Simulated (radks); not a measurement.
Results of a calculation; reference values are marked as such.
Q: Species: the nitrogen anion N-. Configuration: [He] 2s2 2p4. Code: a radial shooting solver on a logarithmic mesh with Libxc functionals. Model: scalar-relativistic Kohn-Sham, LDA (Slater exchange, VWN5 correlation), spin-polarised, spherical densities, finite nucleus; open shells are filled with parallel spins first; Fermi nuclear charge, rms radius 2.5582 fm; hard spherical wall at 10 bohr. Some entries of the table are withheld. Estimate them.

orbital  occ.  eigenvalue (eV)  <r> (bohr)
1s up       1        -370.9499      0.2315
1s down     1        -369.8328      0.2309
2s up       1          -9.6902       1.363
2s down     1          -7.0467       1.420
2p up       3           1.1795       1.720
2p down     1           3.2897       2.418
3s up       0           4.5353         (1)
3s down     0           4.5957         (2)
3p up       0           5.7281       6.085
3p down     0           6.0208       5.684
3d down     0              (3)       6.503
3d up       0              (4)       6.471

A: 
(1) 3s up <r> (bohr): 5.835
(2) 3s down <r> (bohr): 5.933
(3) 3d down eigenvalue (eV): 6.9799
(4) 3d up eigenvalue (eV): 7.0105
